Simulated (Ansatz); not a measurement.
Born–Oppenheimer molecular dynamics of ClH3Sn (5 atoms, charge 0, multiplicity 1). It starts at the highest image of a converged band, a first-order saddle point between two minima.

Level of theory: RKS BHLYP-D4/def2-mTZVP (Ansatz 0.2.0).

```json
{
 "ensemble": "NVE (velocity Verlet)",
 "time step": "0.5 fs",
 "steps asked": "200",
 "starting velocities drawn for": "100 K",
 "seed": "2542"
}
```

First frame:

```xyz
5
Properties=species:S:1:pos:R:3
Sn 0.239 0.000 -0.465
Cl 1.352 0.000 2.042
H 1.825 0.000 0.427
H -0.812 1.355 -0.367
H -0.812 -1.355 -0.367
```

Question: How far do the bonds stretch over the last three quarters of this one trajectory? (Pairs bonded in most of those frames.)

Answer: 
```
  bond  mean (Å)  spread (Å)  shortest  longest
Sn1–H4     1.771       0.013      1.74     1.80
Sn1–H5     1.771       0.033      1.72     1.82
Cl2–H3     1.307       0.080      1.19     1.43
```

Mean temperature of the second half: 1376 K. The conserved energy stayed within 0.55 meV per atom of its start (net change -0.35 meV per atom), so the integration is sound. The kinetic energy rose, since the run started high on the potential surface and went downhill. It ends in pieces (ClH + H2Sn), so much of that is their flight and rotation, not heat. A run of 0.1 ps of so small a system gives no equilibrium averages. The orbitals stay closed-shell, which can raise the energy where a bond breaks towards radicals; this wasn't checked here.

The run took 5.6 min on 1 thread of Intel(R) Xeon(R) Platinum 8559C (Emerald Rapids), on a shared host, peak memory 0.15 GiB.
